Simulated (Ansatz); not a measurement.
Abridged output of a molecular run in Ansatz:

```
Functional definition: HF
1127 factors; integrals over basis functions are off by at most 8.7e-4 eV
mean field evaluation 1: about -52936.3834 eV, gradient 4.5e1 eV
mean field evaluation 2: about -52936.7096 eV, gradient 4.6e1 eV
mean field evaluation 4: about -52940.9114 eV, gradient 5.9e0 eV
mean field evaluation 8: about -52940.9993 eV, gradient 6.5e-1 eV
mean field evaluation 16: about -52941.0012 eV, gradient 2.6e-6 eV
mean field -52941.00119288 eV, -1945.5459091387 hartree, gradient 2.6e-6 eV, S^2 0.000000; 0 other end points of the search recorded, 0 dependent functions left out; unrestricted orbitals would lower it
12 core orbitals not correlated: weight in the atoms' cores, before any rotation towards them, 1.000 or more for the frozen orbitals, at most 0.000 for the correlated occupied ones
reference -52941.00119288 eV, -1945.5459091387 hartree; 14, 14 occupied and 145, 145 virtual orbitals, 1127 factors
second order -29.96599099 eV of doubles, -0.00000000 eV of singles
cycle   1  -27.34176289 eV  change     2.6e0 eV  update   1.8e-1
cycle   2  -28.35745278 eV  change    -1.0e0 eV  update   7.7e-2
cycle   3  -28.60837506 eV  change   -2.5e-1 eV  update   4.0e-2
cycle   4  -28.57152056 eV  change    3.7e-2 eV  update   1.7e-2
cycle   5  -28.55018896 eV  change    2.1e-2 eV  update   9.4e-3
cycle   6  -28.56004692 eV  change   -9.9e-3 eV  update   4.5e-3
cycle   7  -28.56267184 eV  change   -2.6e-3 eV  update   2.5e-3
cycle   8  -28.56089654 eV  change    1.8e-3 eV  update   1.5e-3
cycle   9  -28.56082394 eV  change    7.3e-5 eV  update   1.1e-3
cycle  10  -28.56240235 eV  change   -1.6e-3 eV  update   5.3e-4
cycle  11  -28.56151866 eV  change    8.8e-4 eV  update   2.9e-4
cycle  12  -28.56158324 eV  change   -6.5e-5 eV  update   9.7e-5
cycle  13  -28.56167870 eV  change   -9.5e-5 eV  update   4.2e-5
cycle  14  -28.56169782 eV  change   -1.9e-5 eV  update   1.8e-5
cycle  15  -28.56171813 eV  change   -2.0e-5 eV  update   7.5e-6
perturbative correction -1.34652297 eV, -0.0494838066 hartree
Total energy: -52970.90943398 eV, -1946.6450167267 hartree
```

Its atoms:

Cartesian coordinates in Å:
```
C 0.2827 0.2507 -0.2364
N 0.6220 -0.9737 -0.0537
Zn -1.0906 -1.0084 0.9246
O -0.7944 0.8571 0.1869
H 0.9804 0.8743 -0.8214
```

(1) Which basis set was used?
A. def2-QZVPP
B. def2-SVP
C. cc-pV(D+d)Z
D. def2-TZVPP

(2) Write the keys of the input that set method, charge and spin (a neutral closed shell needs none for the last two).

Answers

(1) D. It gives 171 functions.

(2) 
```yaml
correlation: {method: ccsd_t, frozen_orbitals: {C: 1, H: 0, "N": 1, O: 1, Zn: 9}}
```
